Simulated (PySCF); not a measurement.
Estimate the missing entries of this data sheet.

Compound: Si(OAc)2Me2, C6H12O4Si.
InChI=1S/C6H12O4Si/c1-5(7)9-11(3,4)10-6(2)8/h1-4H3

```tsv
property	level	value
rotational constants A, B, C	PBE0-D3(BJ)/def2-SVP	1.026, 0.904, 0.667 GHz
dipole moment	PBE0/def2-SVPD	1.90 D
HOMO energy	PBE0/def2-SVPD	?
LUMO energy	PBE0/def2-SVPD	0.02 eV
lowest singlet excitation	TDDFT PBE0/def2-SVPD	5.76 eV (215 nm, f = 0.001 summed over 2 states within 0.01 eV)
strongest line among the 10 lowest singlet transitions	TDDFT PBE0/def2-SVPD	S7 at 7.71 eV (161 nm, f = 0.074)
lowest triplet excitation (Tamm–Dancoff)	TDA PBE0/def2-SVPD	5.23 eV
static isotropic polarisability	PBE0/def2-SVPD	?
electronic spatial extent ⟨r²⟩ about the centre of nuclear charge	PBE0/def2-SVPD	?
13C chemical shifts (computed TMS as zero) by class	GIAO PBE0/pcSseg-1	176.0 (2 C), 23.2 (2 C), -1.8 (2 C) ppm
1H chemical shifts (computed TMS as zero) by class	GIAO PBE0/pcSseg-1	?
isotropic shieldings of nuclei other than C and H, by class	GIAO PBE0/pcSseg-1	-132 (2 O), 104 (2 O), 338 (1 Si) ppm
```

Electronic properties: PySCF, gas phase, density fitting. Geometry: PBE0-D3(BJ)/def2-SVP, one conformer, isolated molecule. NMR classes are plain means over equivalent atoms (diastereotopic ones count apart unless rotation or inversion swaps them), as if these changed places fast; in this geometry the members of some classes differ.

Task: What are the 1H chemical shifts (computed TMS as zero) by class?

Result: 2.01 (6 H), 0.39 (6 H) ppm.

Task: The HOMO energy?

Result: -7.94 eV.

Task: What is the electronic spatial extent ⟨r²⟩ about the centre of nuclear charge?

Result: 2029 bohr².

Task: What is the static isotropic polarisability?

Result: 106.4 au.

No computed singlet falls in the visible range (750 to 380 nm, 1.65 to 3.26 eV); S1 lies 2.50 eV above its blue end. The dipole matches unit charges of opposite sign 0.39 Å apart (1 e·Å = 4.8032 D). With B = h/(8π²I), that is 505.379 GHz u Å² over I, the principal moments of inertia are 492.8, 559.2 and 757.9 u Å² (most abundant isotopes). The vertical singlet–triplet gap S1 − T1 is 0.53 eV (TDDFT singlet less Tamm–Dancoff triplet; S1: HOMO→LUMO, weight 0.53, beside HOMO−1→LUMO+1, weight 0.42; T1: HOMO→LUMO, weight 0.28, beside HOMO−1→LUMO+1, weight 0.24).
